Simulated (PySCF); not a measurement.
Isomers of C4H14N2Si, mass 118.093 u with the commonest isotopes. Theory: PBE0-D3(BJ)/def2-SVP geometry optimisation, gas phase in PySCF. One conformer each, none proved a minimum here; rigid rotors.

Task: Order these by rotational constant A, largest first.
A. `[CH3:1][C:2]([CH3:3])([CH3:4])[NH:5][SiH2:6][NH2:7]` with C2–N5–Si6–N7 -173°, N5–Si6–N7–H 66° and -150°
B. `[CH3:1][CH:2]([CH3:3])[N:4]([CH3:5])[NH:6][SiH3:7]` with C1–C2–N4–C5 163°, C2–N4–N6–Si7 126°
C. `[CH3:1][N:2]([CH3:3])[SiH2:4][N:5]([CH3:6])[CH3:7]` with C1–N2–Si4–N5 -51°, N2–Si4–N5–C6 141°

Result: A (3760 MHz), C (3671 MHz), B (3008 MHz).

Task: Order these by rotational constant B, largest first.
A. `[CH3:1][N:2]([CH3:3])[SiH2:4][N:5]([CH3:6])[CH3:7]` with C1–N2–Si4–N5 -51°, N2–Si4–N5–C6 141°
B. `[CH3:1][C:2]([CH3:3])([CH3:4])[NH:5][SiH2:6][NH2:7]` with C2–N5–Si6–N7 -173°, N5–Si6–N7–H 66° and -150°
C. `[CH3:1][CH:2]([CH3:3])[N:4]([CH3:5])[NH:6][SiH3:7]` with C1–C2–N4–C5 163°, C2–N4–N6–Si7 126°

Result: C (1411 MHz), A (1250 MHz), B (1134 MHz).

Task: Order these by out-of-plane moment Σ m c² = (Ia + Ib − Ic)/2, smallest first.
A. `[CH3:1][N:2]([CH3:3])[SiH2:4][N:5]([CH3:6])[CH3:7]` with C1–N2–Si4–N5 -51°, N2–Si4–N5–C6 141°
B. `[CH3:1][CH:2]([CH3:3])[N:4]([CH3:5])[NH:6][SiH3:7]` with C1–C2–N4–C5 163°, C2–N4–N6–Si7 126°
C. `[CH3:1][C:2]([CH3:3])([CH3:4])[NH:5][SiH2:6][NH2:7]` with C2–N5–Si6–N7 -173°, N5–Si6–N7–H 66° and -150°

Result: B (45.55 u·Å²), A (57.09 u·Å²), C (59.12 u·Å²).

```csv
SMILES,point group,Ia (u·Å²),Ib (u·Å²),Ic (u·Å²),κ,μa (D),μb (D),μc (D)
CC(C)(C)N[SiH2]N,C1,134.42,445.62,461.80,-0.97,0.26,0.83,0.11
CN(C)[SiH2]N(C)C,C2,137.65,404.46,427.94,-0.94,0.00,0.85,0.00
CC(C)N(C)N[SiH3],C1,167.99,358.20,435.08,-0.73,1.23,0.92,0.65
```
